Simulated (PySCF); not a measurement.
**Simulated absorption spectrum**

C₄H₉ClO₂SSi.
SMILES: `C=C[C@@H]([SiH3])CS(=O)(=O)Cl`

The calculation used TDDFT CAM-B3LYP/def2-SVPD, vertical, gas phase, core orbitals frozen in the response (PySCF 2.14.0, density-fitted response routines). Geometry: PBE0-D3(BJ)/def2-SVP, one conformer, isolated molecule. Torsions of this conformer, `[CH2:1]=[CH:2][C@@H:3]([SiH3:4])[CH2:5][S:6](=[O:7])(=[O:8])[Cl:9]`: C1–C2–C3–Si4 111°, C2–C3–C5–S6 179°, C3–C5–S6–O7 -58°.

Each state is given a Gaussian of 0.3 eV full width at half maximum, with ε(max) = 2.175×10⁸ f / Δν̃ (Δν̃ the width in cm⁻¹). The cross-section is σ = 3.8235×10⁻²¹ ε cm², given in Mb (10⁻¹⁸ cm²). The width is an assumption, not a result. The curve ends short of the highest state used, and states not computed would add to its high-energy end.

(E (eV), σ (Mb)): (5.11, 0.00), (5.16, 0.01), (5.21, 0.03), (5.25, 0.06), (5.30, 0.15), (5.35, 0.31), (5.39, 0.50), (5.44, 0.80), (5.49, 1.13), (5.53, 1.39), (5.58, 1.76), (5.63, 2.35), (5.68, 3.42), (5.72, 4.74), (5.77, 6.86), (5.82, 9.06), (5.86, 10.48), (5.91, 11.59), (5.96, 12.39), (6.00, 13.54), (6.05, 16.68), (6.10, 22.40), (6.14, 28.66), (6.19, 37.28), (6.24, 44.49), (6.28, 47.52), (6.33, 46.54), (6.38, 40.44), (6.42, 33.13), (6.47, 23.31), (6.52, 15.31), (6.57, 11.41), (6.61, 12.56), (6.66, 21.03), (6.71, 38.65), (6.75, 58.85), (6.80, 87.76), (6.85, 112.59), (6.89, 123.18), (6.94, 120.42), (6.99, 101.92), (7.03, 81.25), (7.08, 56.32), (7.13, 38.64)

(1) Locate the maxima and give the states behind the curve.

(2) On this curve, what absorbance would a 10⁻⁵ mol/L sample give at 222 nm over a 1 cm path?

(3) Does any computed singlet lie in the visible range?

(4) Coming from long wavelengths, where does ε first pass 100 L mol⁻¹ cm⁻¹?

Answers

(1) 197 nm (6.30 eV), ε about 13000, made up of S3 (13%), S4 (72%) and S5 (14%); 179 nm (6.91 eV), ε about 33000, made up of S6 (100%) (ε in L mol⁻¹ cm⁻¹; maxima over ε = 5, shares over 10%). The states used: S1 5.56 eV (f 0.0036); S2 5.89 eV (f 0.029); S3 6.17 eV (f 0.031); S4 6.30 eV (f 0.100); S5 6.40 eV (f 0.027); S6 6.91 eV (f 0.360); S7 7.20 eV (f 0.013); S8 7.26 eV (f 0.035); S9 7.47 eV (f 0.155); S10 7.73 eV (f 0.042).

(2) 222 nm is 5.585 eV, where ε is about 470 L mol⁻¹ cm⁻¹, so A = ε c l ≈ 0.0047 (Beer–Lambert, with the gas-phase spectrum and the assumed width).

(3) No computed singlet lies in the visible range (380 to 750 nm); the lowest, at 223 nm, stands 2.30 eV above its violet end (3.26 eV).

(4) At about 231 nm (5.37 eV), 0.20 eV below S1.

The vertical ionisation energy (ΔSCF) is 9.90 eV, 2.17 eV above S10.

The run took 4.9 min of wall time on an Arm Neoverse V2 with one thread, no GPU, on a shared host, and the process peaked at 1.4 GiB of memory.
